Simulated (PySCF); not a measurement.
## Structure elucidation problem

The spectra below were simulated for a compound C4H12OSi.

¹H NMR (400 MHz, computed): δ 4.74 (s, 2H), 0.96 (s, 9H), 0.94 (br s, 1H).

¹³C{¹H} NMR (computed): δ 27.2 (CH3), 21.9 (C).

PySCF 2.14 calculation with NMR shieldings at PBE0/pcSseg-1/GIAO and geometry from GFN2-xTB; one computed conformer, no solvent, rapidly exchanging positions averaged, relativity neglected.

δ = σ(ref) − σ, references computed at the same level: TMS for ¹H (σ = 31.72 ppm) and ¹³C (σ = 186.93 ppm).

Choose the structure that fits.
A. CC(C)CO[SiH3]
B. CC(C)(C)O[SiH3]
C. CC(C)(C)[SiH2]O

Answers

C. 

1. Rings plus π bonds: 0.
2. 2 carbon signals for 4 carbons: some carbons are equivalent by symmetry or fast rotation.
3. Carbon types of the structure: 1 × C, 3 × CH3, leaving 3 H on heteroatoms.
4. δC 27.2: methyl carbon; a saturated carbon with 1 carbon neighbour and no heteroatom attached.
5. δC 21.9: fully substituted sp3 carbon bonded to Si.
6. δH 4.74: hydrogen on a silicon bonded to C, O.
7. δH 0.96: hydrogen on a methyl carbon.
8. δH 0.94: hydrogen on an oxygen bonded to Si; exchangeable, gas-phase position.

The others: CC(C)CO[SiH3] would give 3 carbon signals, not 2; CC(C)(C)O[SiH3] has carbons computed at 72.2, 32.3.

Exchangeable OH/NH protons stand at their gas-phase positions; hydrogen bonding in a real sample shifts them, mostly to higher δ. Shifts are as computed. Against solution values, carbons near 30 ppm lie about +3 ppm off and those near 130 ppm about +5 ppm. Of 1211 compounds with measured shifts, 218 miss one by over three times the rms of a fit or turn the order of signals round; such compounds aren't used in these exercises. No couplings were computed; multiplicities are counted from neighbouring protons, with m where these are inequivalent, close in shift, in a saturated or five-membered ring or joined by F or P, and br s for small geminal =CH2 splittings.
